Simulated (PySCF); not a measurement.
**Co: ionisation energy**

Co [Ar] 3d7 4s2 (4F) → Co⁺ [Ar] 3d8 (3F), as a difference of total energies. All numbers are calculated (PySCF 2.14, the spin-free X2C one-electron Hamiltonian (Gaussian nucleus), in jorge-DZP-DKH (8s6p2d1f, 43 functions)). Correlated levels: valence: [Ar] frozen. The calculations carry no spin-orbit coupling.

| method | ionisation energy (eV) | error (eV) |
| --- | --- | --- |
| UHF | 8.161 | +0.292 |
| BP86 | 8.004 | +0.135 |
| TPSS | 7.784 | -0.085 |
| MP2 (valence) | 7.568 | -0.301 |
| SCS-MP2 (valence) | 7.640 | -0.229 |

Reference: 7.869 eV (measured; NIST levels, between the centres of gravity of the two terms).

Errors of the correlated levels include the incompleteness of this basis and the frozen core.

MP2 underrates the near-degeneracy of ns² with np² in the lower species.
